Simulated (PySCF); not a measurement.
Rigid-rotor lines calculated for a species of formula C10H10 (commonest isotopes; PBE0/pcSseg-1 in PySCF (dipole) on a GFN2-xTB geometry, gas phase), labelled J(Ka,Kc):

| transition | MHz |
| --- | --- |
| 2(1,1) ← 1(1,0) | 4366.4 |
| 1(1,0) ← 0(0,0) | 3516.4 |
| 2(0,2) ← 1(0,1) | 4051.7 |
| 2(1,2) ← 1(1,1) | 3820.3 |
| 1(0,1) ← 0(0,0) | 2046.7 |

Problem. Find the rotational constants.

Solution. 1(0,1) ← 0(0,0) is B + C, 2(1,1) ← 1(1,0) is 3B + C and 2(1,2) ← 1(1,1) is B + 3C, so B − C is half the difference of the last two, 273.0 MHz. 1(1,0) ← 0(0,0) is A + B. A = 2356.5, B = 1159.8, C = 886.8 MHz.

Problem. What moments of inertia, asymmetry and inertial defect follow?

Solution. I = 505379 MHz·u·Å² over each constant: Ia = 214.46, Ib = 435.73, Ic = 569.87 u·Å²; κ = (2B − A − C)/(A − C) = -0.628 (asymmetric top); Δ = Ic − Ia − Ib = -80.31 u·Å².

Problem. Which dipole components do these lines need?

Solution. μa and μc (a-type: ΔKa even, ΔKc odd; c-type: ΔKa odd, ΔKc even). The calculation gives |μa| = 0.14 D, |μb| = 0.09 D, |μc| = 0.25 D.

Problem. Where do these fall, and of which type are they? 2(1,1) ← 1(0,1); 4(2,2) ← 3(2,1); 4(4,1) ← 3(3,1); 3(2,1) ← 2(1,1); 3(2,1) ← 2(2,0); 4(1,3) ← 3(1,2); 4(2,2) ← 4(2,3); 2(2,1) ← 2(1,1); 4(1,4) ← 3(1,3); 4(1,3) ← 3(0,3).

Solution. 
```tsv
transition	MHz	type	branch
4(2,2) ← 4(2,3)	570	a	Q
2(2,1) ← 2(1,1)	3590	c	Q
2(1,1) ← 1(0,1)	5836	c	R
3(2,1) ← 2(2,0)	6300	a	R
4(1,4) ← 3(1,3)	7568	a	R
4(2,2) ← 3(2,1)	8522	a	R
4(1,3) ← 3(1,2)	8637	a	R
3(2,1) ← 2(1,1)	9932	c	R
4(1,3) ← 3(0,3)	10962	c	R
4(4,1) ← 3(3,1)	17527	c	R
```

Problem. Which structure gave them?

Solution. `C=C1C=CC=CC=C1C=C`, point group C1. Three constants can't fix a structure by themselves; this is the one that was computed:
```xyz
20
C10H10 angstrom
C      2.745    0.676   -0.761
C      2.066   -0.398   -0.369
C      0.669   -0.429    0.035
C      0.052   -1.630    0.146
C     -1.328   -1.896    0.402
C     -2.370   -1.089    0.112
C     -2.293    0.213   -0.483
C     -1.258    1.063   -0.421
C     -0.015    0.846    0.319
C      0.492    1.768    1.134
H      2.298    1.656   -0.788
H      3.770    0.606   -1.079
H      2.555   -1.365   -0.387
H      0.669   -2.514    0.030
H     -1.547   -2.892    0.769
H     -3.371   -1.475    0.264
H     -3.188    0.539   -0.999
H     -1.342    2.025   -0.912
H      1.411    1.608    1.670
H     -0.020    2.699    1.314
```

The values belong to one conformer (point group C1) with, in the numbering `[CH2:1]=[CH:2][C:3]1=[CH:4][CH:5]=[CH:6][CH:7]=[CH:8][C:9]1=[CH2:10]`, C1–C2–C3–C4 167°. GFN2-xTB frequencies: not computed here. Zero-point vibration and centrifugal distortion are left out.
